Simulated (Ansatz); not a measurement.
```yaml
crystal:
  periodic: [false, false, false]
  atoms:
    - {symbol: O, position_ang: [0.029204, 2.199297, 0.167680]}
    - {symbol: C, position_ang: [-0.939754, 1.459839, 0.079667]}
    - {symbol: B, position_ang: [-0.352417, 0.191185, 0.714844]}
    - {symbol: Ge, position_ang: [0.719194, -1.157724, -0.413556]}
    - {symbol: H, position_ang: [-1.891284, 1.796754, -0.367528]}
    - {symbol: H, position_ang: [-0.418678, 0.093658, 1.903055]}
    - {symbol: H, position_ang: [2.094873, -1.452033, 0.205880]}
    - {symbol: H, position_ang: [-0.070322, -2.482634, -0.440937]}
    - {symbol: H, position_ang: [0.917684, -0.694644, -1.866206]}
basis:
  gaussian: {orbitals: 6-31G}
hamiltonian: {xc: {name: PBE}}
accuracy: high
output: {forces: true}
```

```sh
$ ansatz run in.yaml --threads 2 --pin off --events-out ev --progress --plain --max-ram 4352MiB
```

It prints (some lines left out):

```
Functional definition: PBE
1474 factors; integrals over basis functions are off by at most 5.8e-9 eV
mean field evaluation 1: about -60330.6094 eV, gradient 4.0e1 eV
mean field evaluation 2: about -60297.2943 eV, gradient 1.2e2 eV
mean field evaluation 4: about -60333.8068 eV, gradient 5.1e0 eV
mean field evaluation 8: about -60333.8689 eV, gradient 4.3e-1 eV
mean field evaluation 16: about -60333.8694 eV, gradient 1.8e-5 eV
mean field -60333.86936549 eV, -2217.2288034165 hartree, gradient 3.3e-8 eV, S^2 0.000000; 0 other end points of the search recorded, 0 dependent functions left out
reference -60333.86936944 eV, -2217.2288035616 hartree; 28, 28 occupied and 38, 38 virtual orbitals, 1474 factors
Total energy: -60333.86936944 eV, -2217.2288035616 hartree
Atom 0 at     0.029204     2.199297     0.167680 Å, force     3.106705     2.536322     0.247381 eV/Å
Atom 1 at    -0.939754     1.459839     0.079667 Å, force    -2.808354    -2.113583    -0.287731 eV/Å
Atom 2 at    -0.352417     0.191185     0.714844 Å, force    -0.109264    -0.261300    -0.152323 eV/Å
Atom 3 at     0.719194    -1.157724    -0.413556 Å, force    -0.109855     0.140528     0.214058 eV/Å
Atom 4 at    -1.891284     1.796754    -0.367528 Å, force    -0.261199    -0.031071    -0.079181 eV/Å
Atom 5 at    -0.418678     0.093658     1.903055 Å, force     0.060163    -0.096206     0.200513 eV/Å
Atom 6 at     2.094873    -1.452033     0.205880 Å, force     0.200704    -0.050077     0.072313 eV/Å
Atom 7 at    -0.070322    -2.482634    -0.440937 Å, force    -0.105865    -0.197212    -0.007572 eV/Å
Atom 8 at     0.917684    -0.694644    -1.866206 Å, force     0.026966     0.072599    -0.207458 eV/Å
Dipole moment:    -0.387536    -0.092147    -0.018843 e Å
```

Run time 4.2 s (2 threads of an Arm Neoverse V1 on a shared host); peak host memory 0.4 GiB.
